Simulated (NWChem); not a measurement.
C2H6OTi; SMILES [Ti](=[O])([CH3])[CH3]

```xyz
10

Ti     0.1123     0.3639     0.0000
O      1.5799    -0.2301     0.0000
C     -0.8722    -0.3050    -1.7161
H     -1.0372    -1.3903    -1.5884
H     -1.8612     0.1750    -1.8351
H     -0.2871    -0.1698    -2.6409
C     -0.8722    -0.3050     1.7161
H     -1.8612     0.1750     1.8351
H     -1.0372    -1.3903     1.5884
H     -0.2871    -0.1698     2.6409
```
Atoms are numbered in this order, from 1.

Results from NWChem. Geometry: optimised at PBE0/def2-SVP. Not confirmed as a minimum by frequencies. GIAO values for the isolated, static molecule; σ is the absolute isotropic shielding, δ = σ(reference) − σ with the isolated reference molecule computed at the same levels (13C: tetramethylsilane, 1H: tetramethylsilane, 17O: water).

| level | σ Ti1 (ppm) | δ O2 (ppm) | δ C3 (ppm) | δ H4 (rotor mean) (ppm) |
|---|---|---|---|---|
| PBE/pcSseg-1 | -954.0 | 1115.8 | 49.2 | 1.38 |
| PBE0/pcSseg-1 | -894.1 | 1249.1 | 47.0 | 1.25 |
| LDA (Slater exchange, VWN5)/pcSseg-1 | … | … | … | … |

Problem. Some entries are withheld; supply them.

Solution. 
- LDA (Slater exchange, VWN5)/pcSseg-1, σ Ti1 (ppm): -1028.4
- LDA (Slater exchange, VWN5)/pcSseg-1, δ O2 (ppm): 1147.0
- LDA (Slater exchange, VWN5)/pcSseg-1, δ C3 (ppm): 56.0
- LDA (Slater exchange, VWN5)/pcSseg-1, δ H4 (rotor mean) (ppm): 1.55
